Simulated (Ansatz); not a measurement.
```yaml
crystal:
  periodic: [false, false, false]
  atoms:
    - {symbol: F, position_ang: [-2.575045, 2.179839, 0.952517]}
    - {symbol: Ga, position_ang: [-1.132817, 1.232228, 1.292017]}
    - {symbol: O, position_ang: [-0.476285, 0.318879, -0.090225]}
    - {symbol: Si, position_ang: [0.759363, -0.696242, -0.451268]}
    - {symbol: Xx, position_ang: [1.591262, -0.099069, -1.527454]}
    - {symbol: H, position_ang: [0.212079, -1.997068, -0.915326]}
    - {symbol: H, position_ang: [1.621443, -0.938567, 0.739739]}
basis:
  gaussian: {orbitals: ANO-RCC-VTZP}
magnetization: {spin_polarized: true, initial_magnetization: 1}
hamiltonian: {xc: {name: PBEsol}}
```

```sh
$ ansatz run in.yaml --threads 4 --pin off --events-out ev --progress --plain --max-ram 10444MiB
```

Output, abridged:

```
Error: YAML parse error: error: line 8 column 16: `Xx` is not an element symbol (H … Og, case-exact)
 6 |     - {symbol: O, position_ang: [-0.476285, 0.318879, -0.090225]}
 7 |     - {symbol: Si, position_ang: [0.759363, -0.696242, -0.451268]}
 8 |     - {symbol: Xx, position_ang: [1.591262, -0.099069, -1.527454]}
 9 |     - {symbol: H, position_ang: [0.212079, -1.997068, -0.915326]}
10 |     - {symbol: H, position_ang: [1.621443, -0.938567, 0.739739]}
```

(1) Something in this input is off. What?

## Answers

(1) An element symbol is wrong. The program refused the input.
